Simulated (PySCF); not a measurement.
# SMILES C(=CC#N)=C(C#N)C=O, C6H2N2O

Geometry:
| atom | x (Å) | y (Å) | z (Å) |
| --- | --- | --- | --- |
| N1 | 3.265 | 0.273 | 1.655 |
| C2 | 2.562 | -0.010 | 0.799 |
| C3 | 1.713 | -0.369 | -0.274 |
| C4 | 0.452 | -0.062 | -0.293 |
| C5 | -0.834 | 0.204 | -0.255 |
| C6 | -1.344 | 1.413 | -0.791 |
| N7 | -1.783 | 2.378 | -1.221 |
| C8 | -1.819 | -0.746 | 0.337 |
| O9 | -1.549 | -1.833 | 0.758 |
| H10 | 2.186 | -0.908 | -1.087 |
| H11 | -2.844 | -0.337 | 0.346 |

Computed with PySCF 2.14.0, TDDFT PBE0/aug-cc-pVDZ circular dichroism and optical rotation, one conformer, gas phase. Geometry: GFN2-xTB.

No stereocentre is labelled: unless the shape is locked (an allene, a helicene, a hindered biaryl), the mirror image is equally populated and a measured rotation or CD is zero.

Task: Which excitations and rotatory strengths does the calculation give?

Result: Rotatory strengths R in 10⁻⁴⁰ esu² cm², velocity form and length form (origin at the centre of mass); f in length form.
```tsv
state	E (eV)	λ (nm)	f	R (velocity)	R (length)	main
1	3.49	355	0.0001	+3.0	+3.4	HOMO→LUMO 0.94
2	4.46	278	0.0001	-0.5	-0.7	HOMO−2→LUMO 0.93
3	5.05	245	0.009	-1.2	-1.3	HOMO→LUMO+1 0.65, HOMO−1→LUMO 0.30
4	5.21	238	0.002	-13.5	-13.6	HOMO−1→LUMO+1 0.96
5	5.46	227	0.369	-27.2	-28.0	HOMO−1→LUMO 0.63, HOMO→LUMO+1 0.30
6	5.90	210	0.0005	-6.7	-7.0	HOMO−4→LUMO 0.64, HOMO→LUMO+2 0.16
7	6.08	204	0.023	+8.3	+8.6	HOMO−3→LUMO 0.74, HOMO−2→LUMO+1 0.11
8	6.20	200	0.002	-3.4	-3.4	HOMO→LUMO+2 0.69, HOMO−4→LUMO 0.22
9	6.27	198	0.032	+39.6	+40.2	HOMO−3→LUMO+1 0.87
10	6.36	195	0.276	-16.5	-16.9	HOMO−2→LUMO+1 0.64, HOMO−3→LUMO 0.11
11	6.75	184	0.003	+5.5	+5.8	HOMO−6→LUMO 0.95
12	6.89	180	0.071	-62.9	-63.0	HOMO−5→LUMO 0.76, HOMO−7→LUMO 0.08
13	7.07	175	0.055	+63.4	+63.5	HOMO−4→LUMO+1 0.30, HOMO−1→LUMO+2 0.24
14	7.13	174	0.014	-6.0	-6.3	HOMO−8→LUMO 0.32, HOMO→LUMO+3 0.18
15	7.18	173	0.043	+20.6	+20.8	HOMO−7→LUMO 0.40, HOMO−8→LUMO 0.36
16	7.24	171	0.017	-23.0	-23.4	HOMO−2→LUMO+2 0.30, HOMO−8→LUMO 0.24
```

Among the states computed, the strongest CD band (largest |R|) is state 13. The largest dissymmetry factor in size, g = 4R/(D+G), with D and G the electric and magnetic dipole strengths, is +0.17 for state 1 (velocity form, f = 9e-05), among bands with |R| over 0.5. The mirror image has the same energies and oscillator strengths and all R with the opposite sign.
